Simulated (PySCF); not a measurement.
Isomers C₅H₉ClSi₂:

A. SMILES C1=CC=C[Si]1(C[SiH3])Cl
B. SMILES CC1=C[SiH2]C=C[Si@@H]1Cl
C. SMILES [SiH3]CC1=CC=C(Cl)[SiH2]1

Spectrum 1. ¹H NMR (300 MHz, computed): δ 7.45 (m, 1H), 7.38 (m, 1H), 6.92 (m, 1H), 5.37 (m, 1H), 4.61 (m, 1H), 4.57 (m, 1H), 2.28 (s, 3H). ¹³C{¹H} NMR (computed): δ 166.2 (C), 155.8 (CH), 154.7 (CH), 142.8 (CH), 31.8 (CH3).

Spectrum 2. ¹H NMR (300 MHz, computed): δ 6.82 (m, 1H), 6.71 (m, 1H), 4.54 (s, 2H), 3.88 (t, 3H), 2.14 (q, 2H). ¹³C{¹H} NMR (computed): δ 151.7 (CH), 148.7 (C), 147.1 (CH), 146.7 (C), 20.4 (CH2).

Spectrum 3. ¹H NMR (300 MHz, computed): δ 7.09 (m, 2H), 6.00 (d, 2H), 4.13 (t, 3H), 0.09 (q, 2H). ¹³C{¹H} NMR (computed): δ 153.6 (CH), 137.6 (CH), -5.1 (CH2).

PySCF 2.14.0 with density-fitted response routines calculation with geometry: GFN2-xTB and PBE0/pcSseg-1 with gauge-including orbitals; no relativistic terms, one conformer, gas phase, fast rotation and ring inversion assumed for equivalent nuclei.

Referencing at the same level of theory: ¹H (σref 31.72), ¹³C (σref 186.93) against TMS. Where no couplings were computed, multiplicities follow the n + 1 count of equivalent neighbours, and m marks all less simple cases (inequivalent or close neighbours, rings, F or P nearby). Shifts are as computed. Against solution values, carbons near 30 ppm lie about +3 ppm off and those near 130 ppm about +5 ppm; carbons on Cl a further +6 ppm. Of 1211 compounds with measured shifts, 218 miss one by over three times the rms of a fit or turn the order of signals round; such compounds aren't used in these exercises. Carbons bonded to Cl come out too deshielded.

Q: Match each spectrum to its structure.

A: 1–B, 2–C, 3–A.

- Spectrum 1 (B): 5 ¹³C signals; δC 155.8 is an alkene CH; δC 154.7 is an alkene CH.
- Spectrum 2 (C): 5 ¹³C signals; δC 151.7 is an alkene CH; δC 148.7 is a fully substituted alkene carbon.
- Spectrum 3 (A): 3 ¹³C signals; δC 153.6 is an alkene CH; δC 137.6 is an alkene CH.
